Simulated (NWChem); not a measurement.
# Correlation energy of C$_{2}$H$_{5}$S

```
S
C 1 1.7212
H 2 1.0911 1 116.55
H 2 1.0922 3 120.37 1 163.96
C 1 1.8201 2 101.78 3 -177.55
H 5 1.0988 1 107.08 2 -178.79
H 5 1.0999 6 109.34 1 120.00
H 5 1.1005 6 109.07 7 120.13
```
Charge 0, spin multiplicity 2.

The numbers come from NWChem runs, not from measurements. All single points use one geometry, from UB3LYP/def2-SVP, a minimum by its harmonic frequencies. It is one conformer; others weren't searched.

Basis set: def2-SVP. Each correlation energy counts from its own Hartree-Fock reference.

The correlated methods keep 7 core orbitals frozen. The structure started from a generated list of species. The stability of the SCF solutions was not checked. Open-shell Hartree-Fock references start from PBE0 orbitals. Coupled-cluster values serve here as a point of comparison, not as the truth.

Question: Order these methods by the correlation energy they give, lowest first: CCSD[T] on ROHF, UMP2, CCSD(T) on UHF, CCSD on ROHF, CCSD on UHF.

Answer: CCSD[T] on ROHF (-463.0 mHa), CCSD(T) on UHF (-456.8 mHa), CCSD on ROHF (-448.8 mHa), CCSD on UHF (-443.7 mHa), UMP2 (-397.0 mHa)
